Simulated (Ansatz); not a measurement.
`C[Te][SiH](O)F`, relaxed with RKS PBE0-D4/def2-TZVP in the Gaussian-basis code of Ansatz from a PBE-D4/def2-SVP geometry. The force threshold is 0.005 eV/Å; the program also tests the step.

Charge 0, multiplicity 1. Te takes the def2 core potential.

Start:

```xyz
10

C    -0.792    0.620   -1.512
Te    1.263    0.987   -0.832
Si    0.951   -0.686    1.000
O    -0.383   -0.299    1.933
F     0.575   -2.157    0.394
H    -1.461    0.623   -0.634
H    -0.827   -0.355   -2.027
H    -1.058    1.439   -2.205
H     2.221   -0.827    1.786
H    -0.490    0.655    2.097
```

(1) By how much does the energy fall, and how many steps does the optimiser take? (Estimate.)

(2) Which bonds change most? (An estimate is asked.)

(3) Give the relaxed structure. (Estimate.)

Results:

(1) Ansatz gave: 0.10 eV, in 12 steps.

(2) The calculation gave: Si3–F5 from 1.634 to 1.592 Å; C1–Te2 from 2.196 to 2.154 Å; Si3–O4 from 1.673 to 1.636 Å; Te2–Si3 from 2.500 to 2.473 Å.

(3) The calculation gave: 
```xyz
10

C    -0.805    0.642   -1.553
Te    1.190    0.961   -0.806
Si    0.944   -0.695    1.015
O    -0.327   -0.355    1.987
F     0.608   -2.144    0.449
H    -1.521    0.748   -0.742
H    -0.867   -0.347   -1.998
H    -0.979    1.407   -2.307
H     2.225   -0.786    1.751
H    -0.467    0.568    2.205
```
